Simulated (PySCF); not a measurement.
A run for PySCF: R-B3LYP/6-31G* on SiH4 (SMILES [SiH4]) with ghost functions, monomers drawn apart or pushed together.

```python
from pyscf import gto, scf, dft, mp
from pyscf.data.elements import chemcore

mol = gto.M(
    atom='''
    Si   -0.01394560    0.13339302    3.50184379
    H    -0.82028162   -1.08307280    3.25883682
    H     1.12135556    0.16735195    2.55221939
    H     0.50748220    0.11408513    4.88751445
    H    -0.85480058    1.33503329    3.30575579
    ghost-Si    0.01753434   -0.16762224   -0.10150452
    ghost-H    1.06879216    0.87345654   -0.08739598
    ghost-H   -1.07625700    0.22539958    0.81558087
    ghost-H    0.58978556   -1.45799786    0.34195421
    ghost-H   -0.52126322   -0.30918478   -1.47336801
    ''',
    basis='6-31g*',
    cart=True,
    charge=0, spin=0, verbose=3, max_memory=1800)
mf = dft.RKS(mol, xc='b3lyp')
mf.conv_tol = 1e-8
mf.max_cycle = 100
mf.kernel()
if not mf.converged:
    mf = mf.newton().run(mf.mo_coeff, mf.mo_occ)
```

The log:

```
converged SCF energy = -291.883923758317
```

The run converged.

Cost: around 2.4 core-seconds (rough).
